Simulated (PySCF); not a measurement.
Molecule: `C1[CH]([AlH3-])CC1`, [C$_{4}$H$_{10}$Al]-.

Cartesian coordinates in Å; atom numbers follow the order of the lines, from 1:
```xyz
15

Al    2.028    0.138    0.215
C     0.225   -0.247   -0.730
C    -0.726   -1.123    0.118
C    -1.431    0.156    0.570
C    -0.786    0.913   -0.590
H     3.238   -0.352   -0.742
H     2.058   -0.668    1.621
H     2.134    1.732    0.493
H     0.292   -0.608   -1.772
H    -1.381   -1.781   -0.466
H    -0.257   -1.710    0.912
H    -1.044    0.499    1.529
H    -2.527    0.137    0.608
H    -0.362    1.890   -0.343
H    -1.465    1.032   -1.444
```

Total charge -1.

Frames of a GFN2-xTB Langevin trajectory at 400 K; GIAO PBE0/pcSseg-1 shieldings in PySCF 2.14, gas phase, non-relativistic; equivalent atoms averaged within each frame.

References, each an isolated molecule treated in the same way: ²⁷Al (σ = 489.97 ppm) vs AlH4-; ¹³C (σ = 186.93 ppm), ¹H (σ = 31.72 ppm) against TMS. The references are static minima.

Q: How do the shifts (ppm) fluctuate along the trajectory?

A: 
```
         time (fs)   Al1  C3/C5    C2    C4  H6/H7/H8  H10/H15  H11/H14    H9   H12   H13
               250  39.1   33.0  26.6  19.5      4.27     2.85     2.81  2.65  2.54  1.51
               425  45.8   33.2  17.2  24.3      4.09     2.57     3.07  1.74  2.02  1.90
               625  32.1   32.4  19.6  28.4      4.05     2.31     2.99  1.26  3.44  2.45
               800  69.6   38.5  19.6  25.8      4.22     2.29     3.15  1.07  3.09  1.88
              1000  55.6   40.7  15.6  31.1      3.81     3.60     2.98  1.71  3.26  2.90
    mean of frames  48.4   35.5  19.7  25.8      4.09     2.72     3.00  1.69  2.87  2.13
standard deviation  14.7    3.8   4.2   4.4      0.18     0.54     0.13  0.61  0.58  0.55
```

5 frames give an uncertainty of the mean of about the standard deviation over 2.2 at best, since frames this close in time may not be independent; classical motion lacks zero-point vibration, and the reference would need the same averaging.
